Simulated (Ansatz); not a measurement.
Consider the isomerisation: `OC([SiH3])([SiH3])S` → `O[SiH2]C[SiH2]S`.

Program: Ansatz. Geometries: PBE0-D4/def2-TZVP. ΔE: electronic, gas phase. CCSD(T)/CBS is the MP2 limit (def2-TZVPP, def2-QZVPP) plus CCSD(T) − MP2 in def2-TZVPP, frozen cores. DFT in def2-TZVPP. B3LYP here is the variant with VWN-RPA as its local correlation; programs differ in this. One conformer a species, not always the lowest.

**Question.** Is it downhill or uphill in electronic energy at CCSD(T)/CBS, and by how much? (Best estimate.)

**Answer.** Computed: Downhill: ΔE = -312.9 kJ/mol.

**Question.** What do these levels give: PBE0-D4, ωB97X-V, B3LYP, CCSD(T)/def2-TZVPP, SCS-MP2/def2-QZVPP, CCSD/CBS(def2)? (Estimate.)

**Answer.** Computed: PBE0-D4 -303.7, ωB97X-V -304.1, B3LYP -311.5, CCSD(T)/def2-TZVPP -309.5, SCS-MP2/def2-QZVPP -318.4, CCSD/CBS(def2) -319.3 kJ/mol.

Largest T1 diagnostic among the species: 0.013.

In def2-TZVPP, CCSD(T) changes the Hartree–Fock value by +26.7 kJ/mol (the triples alone add +6.5 kJ/mol) and MP2 by +16.8 kJ/mol. From PBE to PBE0 (25 % exact exchange), in def2-TZVPP and without D4, ΔE moves by −14.4 kJ/mol.
